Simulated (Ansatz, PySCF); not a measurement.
C2H6ClFOSi, SMILES C[C@H](O)[Si@H](F)Cl. Atoms are numbered in the order given.

```xyz
12

C     -2.1104    -0.3473    -0.9375
C     -1.1607    -0.7868     0.1673
O     -1.4030    -0.1288     1.3880
Si     0.6344    -0.4464    -0.2846
F      1.6122    -0.9612     0.8967
Cl     0.9214     1.5731    -0.5230
H     -2.0380     0.7391    -1.0976
H     -3.1540    -0.5843    -0.6694
H     -1.8944    -0.8571    -1.8901
H     -1.2300    -1.8918     0.2822
H     -2.3085    -0.3159     1.6597
H      1.0351    -1.1415    -1.5336
```

Coordinates come from a PBE0-D3(BJ)/def2-SVP optimisation. The structure was generated by enumeration; whether it is a known compound was not checked. One conformer was computed; it need not be the lowest.

Two levels are set side by side: PBE-D3(BJ)/def2-SVP (Ansatz, a first-principles code) and PBE0-D3(BJ)/def2-SVP (Ansatz). Each level has its own optimised geometry; the coordinates shown are those of the second. Frequencies come from the Hessian of PySCF at each geometry. Differences are taken from unrounded values.

```tsv
quantity	PBE0-D3(BJ)
mean bond length (Å)	1.395
bond C1–C2 (Å)	1.522
bond C2–O3 (Å)	1.408
bond C2–Si4 (Å)	1.882
bond Si4–F5 (Å)	1.618
bond Si4–Cl6 (Å)	2.054
bond C1–H7 (Å)	1.101
bond C1–H8 (Å)	1.103
bond C1–H9 (Å)	1.102
bond C2–H10 (Å)	1.113
bond O3–H11 (Å)	0.964
bond Si4–H12 (Å)	1.485
highest harmonic wavenumber (cm⁻¹)	3858
mean harmonic wavenumber (cm⁻¹)	1228
zero-point energy (kcal/mol)	52.67
```

Q: What does PBE-D3(BJ) give, and how far is it from PBE0-D3(BJ)? (The exact figures need the calculation; the answer reports its results.)

A: 
```json
[
 {"quantity": "mean bond length (Å)", "PBE-D3(BJ)": "1.407", "PBE-D3(BJ) minus PBE0-D3(BJ)": "0.012"},
 {"quantity": "bond C1–C2 (Å)", "PBE-D3(BJ)": "1.531", "PBE-D3(BJ) minus PBE0-D3(BJ)": "0.009"},
 {"quantity": "bond C2–O3 (Å)", "PBE-D3(BJ)": "1.422", "PBE-D3(BJ) minus PBE0-D3(BJ)": "0.014"},
 {"quantity": "bond C2–Si4 (Å)", "PBE-D3(BJ)": "1.896", "PBE-D3(BJ) minus PBE0-D3(BJ)": "0.014"},
 {"quantity": "bond Si4–F5 (Å)", "PBE-D3(BJ)": "1.633", "PBE-D3(BJ) minus PBE0-D3(BJ)": "0.016"},
 {"quantity": "bond Si4–Cl6 (Å)", "PBE-D3(BJ)": "2.070", "PBE-D3(BJ) minus PBE0-D3(BJ)": "0.016"},
 {"quantity": "bond C1–H7 (Å)", "PBE-D3(BJ)": "1.109", "PBE-D3(BJ) minus PBE0-D3(BJ)": "0.008"},
 {"quantity": "bond C1–H8 (Å)", "PBE-D3(BJ)": "1.112", "PBE-D3(BJ) minus PBE0-D3(BJ)": "0.009"},
 {"quantity": "bond C1–H9 (Å)", "PBE-D3(BJ)": "1.110", "PBE-D3(BJ) minus PBE0-D3(BJ)": "0.008"},
 {"quantity": "bond C2–H10 (Å)", "PBE-D3(BJ)": "1.123", "PBE-D3(BJ) minus PBE0-D3(BJ)": "0.010"},
 {"quantity": "bond O3–H11 (Å)", "PBE-D3(BJ)": "0.976", "PBE-D3(BJ) minus PBE0-D3(BJ)": "0.012"},
 {"quantity": "bond Si4–H12 (Å)", "PBE-D3(BJ)": "1.497", "PBE-D3(BJ) minus PBE0-D3(BJ)": "0.013"},
 {"quantity": "highest harmonic wavenumber (cm⁻¹)", "PBE-D3(BJ)": "3675", "PBE-D3(BJ) minus PBE0-D3(BJ)": "-183"},
 {"quantity": "mean harmonic wavenumber (cm⁻¹)", "PBE-D3(BJ)": "1183", "PBE-D3(BJ) minus PBE0-D3(BJ)": "-45"},
 {"quantity": "zero-point energy (kcal/mol)", "PBE-D3(BJ)": "50.75", "PBE-D3(BJ) minus PBE0-D3(BJ)": "-1.92"}
]
```

GGA bonds tend to be longer and softer than those of functionals with exact exchange. Differences between two approximate levels are no errors against the true value.
